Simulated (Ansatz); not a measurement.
Consider the atomization: `N=C[CH2][GaH][NH2]` → 2 C• + Ga• + 7 H• + 2 N•.

Gas-phase electronic energies from Ansatz, PBE0-D4/def2-TZVP geometries. CBS: MP2 limit from def2 TZ/QZ plus the TZ coupled-cluster correction, frozen cores. This one scheme is used for every species, atoms too. Functionals use def2-TZVPP. B3LYP here is the variant with VWN-RPA as its local correlation; programs differ in this. Open shells (•) are unrestricted, without spin–orbit coupling. Spin–orbit coupling would lower the free atoms: a little for C; clearly for Ga. For Ga outer-core shells are correlated without core-valence functions, so the limit isn't a true one: a few kJ/mol of doubt a bond, and 10 to 20 or more in all where bonds break to atoms. Scalar relativity is left out up to krypton. One conformer a species, not always the lowest.

CCSD(T)/CBS gives +4274.9 kJ/mol.

**Question.** Another level gave +4263.6 kJ/mol. Which?
A. B3LYP-D4/def2-TZVPP
B. CCSD/def2-TZVPP
C. r2SCAN-D4/def2-TZVPP
D. B2PLYP/def2-TZVPP

**Answer.** C. r2SCAN-D4 4263.6, B2PLYP 4228.1, B3LYP-D4 4275.9, CCSD/def2-TZVPP 4084.7 kJ/mol.

Largest T1 diagnostic among the species: 0.014.

From PBE to PBE0 (25 % exact exchange), in def2-TZVPP and without D4, ΔE moves by −93.3 kJ/mol: exact exchange takes away binding that semilocal exchange gives to molecules. In def2-TZVPP, CCSD(T) changes the Hartree–Fock value by +1215.1 kJ/mol (the triples alone add +72.9 kJ/mol) and MP2 by +1273.4 kJ/mol; breaking electron pairs costs correlation energy, which Hartree–Fock lacks. The D4 term adds +37.6 kJ/mol with B3LYP and +19.8 kJ/mol with PBE0; it sums over pairs of atoms, weighted by their polarisabilities, and B3LYP, whose exchange is more repulsive, gets the larger term.

For atomizations the MP2-based limit and the directly extrapolated one differ by several kJ/mol either way, and by 10 to 25 for some Ge, Se and Sn compounds, so smaller differences from it don't rank the levels.
